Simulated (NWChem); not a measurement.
System: CrNH₃SO₂; SMILES [NH]=[Cr]([OH])([OH])=[S]

The following NWChem deck was run.

```
start job
memory heap 200 mb stack 900 mb global 1100 mb
geometry units angstroms
  Cr    -0.335952    -0.021359    -0.070768
  N     -0.491863    -0.946976    -1.407033
  H     -0.532144    -1.524434    -2.233988
  S      1.715552     0.058951     0.289150
  O     -0.768026     1.596429    -0.367639
  H     -0.997934     2.468406    -0.687984
  O     -0.968300    -0.790269     1.308235
  H     -1.318769    -1.355037     1.996733
end
basis spherical
  * library def2-svp
end
dft
  xc pbe0
  iterations 150
end
driver
  maxiter 120
end
task dft optimize
```

Excerpt of the output:

```
             Northwest Computational Chemistry Package (NWChem) 7.3.0
             --------------------------------------------------------

 CS  symmetry detected

                             Geometry "geometry" -> ""
                             -------------------------

 Output coordinates in angstroms (scale by  1.889725989 to convert to a.u.)

  No.       Tag          Charge          X              Y              Z
 ---- ---------------- ---------- -------------- -------------- --------------
    1 Cr                  24.0000    -0.01690466     0.33062860     0.00000000
    2 N                    7.0000    -1.60240364     0.72161629     0.00000000
    3 H                    1.0000    -2.59442601     0.90823422     0.00000000
    4 S                   16.0000     0.02112823    -1.75340903     0.00000000
    5 O                    8.0000     0.74008642     0.75854672     1.46159071
    6 H                    1.0000     1.01876440     1.01158120     2.34143942
    7 O                    8.0000     0.74008642     0.75854672    -1.46159071
    8 H                    1.0000     1.01876440     1.01158120    -2.34143942

 Effective nuclear repulsion energy (a.u.)     410.4199639342

      Symmetry information
      --------------------

 Group name             Cs
 Group number              2
 Group order               2
 No. of unique centers     6

                                Z-matrix (autoz)
                                --------

 Units are Angstrom for bonds and degrees for angles

[...]

      ----------------------
      Optimization converged
      ----------------------

  Step       Energy      Delta E   Gmax     Grms     Xrms     Xmax
  ---- ---------------- -------- -------- -------- -------- --------
@   14   -1648.67621602 -2.1D-07  0.00006  0.00002  0.00050  0.00151
                                     ok       ok       ok       ok

                                Z-matrix (autoz)
                                --------

 Units are Angstrom for bonds and degrees for angles

      Type          Name      I     J     K     L     M      Value     Gradient
      ----------- --------  ----- ----- ----- ----- ----- ---------- ----------
    1 Stretch                  1     2                       1.58370    0.00003
    2 Stretch                  1     4                       1.97525   -0.00002
    3 Stretch                  1     5                       1.73584   -0.00006
    4 Stretch                  1     7                       1.73584   -0.00006
    5 Stretch                  2     3                       1.02404    0.00000
    6 Stretch                  5     6                       0.96571   -0.00001
    7 Stretch                  7     8                       0.96571   -0.00001
    8 Bend                     1     5     6               115.18953   -0.00000
    9 Bend                     1     7     8               115.18953   -0.00000
   10 Bend                     2     1     4               108.77223    0.00001
   11 Bend                     2     1     5               108.96133   -0.00000
   12 Bend                     2     1     7               108.96133   -0.00000
   13 Bend                     3     1     4                94.35117    0.00001
   14 Bend                     3     1     5               115.57330   -0.00000
   15 Bend                     3     1     7               115.57330   -0.00000
   16 Bend                     4     1     5               109.88522   -0.00001
   17 Bend                     4     1     7               109.88522   -0.00001
   18 Bend                     5     1     7               110.34244    0.00000
   19 Torsion                  2     1     5     6         -13.63190    0.00000
   20 Torsion                  2     1     7     8          13.63190   -0.00000
   21 Torsion                  1     4     2     3         180.00000    0.00000
   22 Torsion                  4     1     5     6        -132.71756   -0.00000
   23 Torsion                  4     1     7     8         132.71756    0.00000
   24 Torsion                  1     5     2     3         115.23878   -0.00000
   25 Torsion                  5     1     7     8        -105.95922   -0.00000
   26 Torsion                  6     5     1     7         105.95922    0.00000
   27 Torsion                  1     7     2     3        -115.23878    0.00000

                         Geometry "geometry" -> "geometry"
                         ---------------------------------

 Output coordinates in angstroms (scale by  1.889725989 to convert to a.u.)

[...]
```

Level: PBE0/def2-SVP. No frequency run checked for a minimum.
